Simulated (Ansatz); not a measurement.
C3H9BCl3OP⁺, that is B(OPMe3)Cl3 with one electron fewer. Total charge 1; doublet. Geometry r2SCAN-D4/def2-SVP, that of the neutral singlet.

```csv
atom,x (Å),y (Å),z (Å)
B1,-1.951,-0.924,1.122
O2,-0.457,-0.761,1.042
P3,0.367,0.037,-0.023
C4,0.790,-1.014,-1.420
C5,1.883,0.504,0.821
C6,-0.436,1.529,-0.623
H7,1.450,-0.484,-2.123
H8,-0.147,-1.310,-1.914
H9,1.292,-1.917,-1.042
H10,2.361,-0.404,1.218
H11,2.575,1.022,0.141
H12,1.626,1.163,1.664
H13,-1.346,1.241,-1.169
H14,-0.732,2.143,0.239
H15,0.255,2.079,-1.280
Cl16,-2.281,-2.374,2.171
Cl17,-2.594,-1.181,-0.641
Cl18,-2.654,0.651,1.816
```

Q: Estimate the α-spin orbital energies around the gap (eV) in Ansatz with PBE-D4/def2-TZVP, PBE0-D4/def2-TZVP.

A: 
```csv
orbital,PBE-D4/def2-TZVP,PBE0-D4/def2-TZVP
HOMO−5,-12.92,-14.44
HOMO−4,-12.56,-14.06
HOMO−3,-12.49,-13.98
HOMO−2,-12.33,-13.86
HOMO−1,-12.07,-13.58
HOMO,-11.86,-13.37
LUMO,-4.70,-3.66
LUMO+1,-4.22,-3.14
LUMO+2,-3.88,-3.06
LUMO+3,-3.81,-2.78
LUMO+4,-3.50,-2.49
LUMO+5,-3.35,-2.27
β HOMO,-11.75,-13.07
β LUMO,-11.63,-11.25
```
